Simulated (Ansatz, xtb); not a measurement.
**Ranking isomers of FHNSbSn**

3 gas-phase structures of FHNSbSn, found in a search over its isomers (lower ones may exist). Each was relaxed with GFN2-xTB:

A. a singlet given by its coordinates
B. a singlet given by its coordinates
C. `[F][SbH][N]=[Sn]`, a singlet

A (Å):

```xyz
5

F     0.5931    1.3959   -1.6442
N    -0.6063   -0.9728   -0.1764
Sb    0.7761    0.4968    0.2066
Sn   -1.9695    0.2128    0.5968
H    -0.4227   -1.8313   -0.6700
```

Close contacts (Å): F1–Sb3 2.07, N2–Sb3 2.05, N2–Sn4 1.97, Sb3–Sn4 2.79, N2–H5 1.01.

B (Å):

```xyz
5

F     1.0024   -0.8147   -1.5998
N    -1.1978   -0.0924    0.5983
Sb    0.1611   -0.3435    1.9450
Sn   -0.4147   -1.8017   -0.4499
H    -1.7452    0.7523    0.5107
```

Close contacts (Å): F1–Sn4 2.07, N2–Sb3 1.93, N2–Sn4 2.15, Sb3–Sn4 2.86, N2–H5 1.01.

Question: Make a reasoned guess at their ranking by r2SCAN-D4/def2-SVP//GFN2-xTB single-point energy.

Answer: Calculated order at r2SCAN-D4/def2-SVP//GFN2-xTB: A (0.0), B (5.5), C (27.4) kcal/mol.

Energies above the lowest of each column, in kcal/mol:

| structure | GFN2-xTB | HF/STO-3G | r2SCAN-D4/def2-SVP//GFN2-xTB |
| --- | --- | --- | --- |
| A | 2.6 | 0.0 | 0.0 |
| B | 0.0 | 17.1 | 5.5 |
| C | 18.0 | 26.6 | 27.4 |

r2SCAN-D4/def2-SVP//GFN2-xTB puts A lowest; GFN2-xTB picks B. Some further structures that were screened fall inside this span and aren't listed. Flexible structures stand in one conformer each, not always the lowest. Frequencies (r2SCAN-D4/def2-SVP) were run for A alone. Atoms past krypton carry core potentials in the def2 sets, without spin–orbit terms.

Programs: Ansatz 0.2.0, xtb 6.7.1.
